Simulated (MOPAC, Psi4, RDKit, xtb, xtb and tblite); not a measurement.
Relaxed torsion scan: SMILES O=Cc1cccs1. Scanned: dihedral O1–C2–C3–S7; all other coordinates were relaxed at B3LYP-D3(BJ)/def2-SVP. Points at φ and −φ are mirror images.

Atom numbering (GFN2-xTB optimised geometry, Å):
```
11

O      2.6971     1.4642     0.1996
C      2.1004     0.4170     0.1433
C      0.6689     0.2642     0.0478
C     -0.0521    -0.9066    -0.0186
C     -1.4339    -0.6906    -0.1046
C     -1.7510     0.6378    -0.1029
S     -0.3790     1.6492     0.0031
H      2.6350    -0.5549     0.1616
H      0.4067    -1.8791    -0.0052
H     -2.1639    -1.4776    -0.1652
H     -2.7281     1.0765    -0.1589
```

Levels of theory: GFN2-xTB, on its own relaxed geometries (the stored frames are those of B3LYP-D3(BJ)/def2-SVP) (xtb and tblite); GFN1-xTB // B3LYP-D3(BJ)/def2-SVP (xtb); PBE-D3(BJ)/def2-TZVP // B3LYP-D3(BJ)/def2-SVP (Psi4); PM3, restricted, heats of formation // B3LYP-D3(BJ)/def2-SVP (MOPAC); MMFF94 // B3LYP-D3(BJ)/def2-SVP (RDKit); MP2/cc-pVTZ = DF-MP2 (frozen core)/cc-pVTZ // B3LYP-D3(BJ)/def2-SVP (Psi4).

Energies in kJ/mol, each method relative to its own lowest point.

| φ / ° | GFN2-xTB | GFN1-xTB | PBE-D3(BJ)/def2-TZVP | PM3 | MMFF94 | MP2/cc-pVTZ |
|---|---|---|---|---|---|---|
| -150 | 6.6 | 6.7 | 12.7 | 3.5 | 9.7 | 12.4 |
| -120 | 23.1 | 23.0 | 34.0 | 9.7 | 31.7 | 31.4 |
| -90 | 34.9 | 33.3 | 49.0 | 10.4 | 47.3 | 43.2 |
| -60 | 25.0 | 23.7 | 33.5 | 11.7 | 36.5 | 30.5 |
| -30 | 8.7 | 8.1 | 10.1 | 10.1 | 18.3 | 9.4 |
| 0 | 1.7 | 1.4 | 0.0 | 9.1 | 10.9 | 0.0 |
| 30 | 8.7 | 8.1 | 10.1 | 10.1 | 18.3 | 9.4 |
| 60 | 25.0 | 23.7 | 33.5 | 11.7 | 36.5 | 30.5 |
| 90 | 34.9 | 33.3 | 49.0 | 10.4 | 47.3 | 43.2 |
| 120 | 23.1 | 23.0 | 34.0 | 9.7 | 31.7 | 31.4 |
| 150 | 6.6 | 6.7 | 12.7 | 3.5 | 9.7 | 12.4 |
| 180 | 0.0 | 0.0 | 4.2 | 0.0 | 0.0 | 4.7 |

Root-mean-square difference from the MP2/cc-pVTZ profile, itself a level with limits, after the best constant shift (kJ/mol): GFN2-xTB 3.3, GFN1-xTB 3.4, PBE-D3(BJ)/def2-TZVP 2.1, PM3 12.8, MMFF94 4.9.
